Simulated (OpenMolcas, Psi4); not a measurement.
A ladder of methods for C2H3ClSi (SMILES ClC1=C[SiH2]1)

C2H3ClSi has 7 atoms, charge 0, and is taken as a singlet. As SMILES, `ClC1=C[SiH2]1`. The shape is that of a PBE0-D4/def2-TZVP optimisation.

Each level gives the dipole moment (D). The values are calculated.

| level | kind | program | value (D) | CPU time |
| --- | --- | --- | --- | --- |
| HF/def2-SVP | Hartree–Fock | OpenMolcas | 1.60 | 11 s |
| SVWN5/def2-SVP | LDA | OpenMolcas | 0.86 | 30 s |
| BLYP/def2-SVP | GGA | Psi4 | 0.84 | 7.7 s |
| revPBE/def2-SVP | GGA | OpenMolcas | 0.94 | 34 s |
| M06-L/def2-SVP | meta-GGA | Psi4 | 1.21 | 18 s |
| r2SCAN/def2-SVP | meta-GGA | Psi4 | 1.12 | 24 s |
| B3LYP/def2-SVP | global hybrid | OpenMolcas | 1.05 | 35 s |
| M06-2X/def2-SVP (density fitting) | hybrid meta-GGA | Psi4 | 1.29 | 6.7 s |

The values span 0.84 to 1.60 D. Magnitudes only. CPU times are rough (shared hosts, several kinds of processor): they show what a rung costs within a factor of a few.
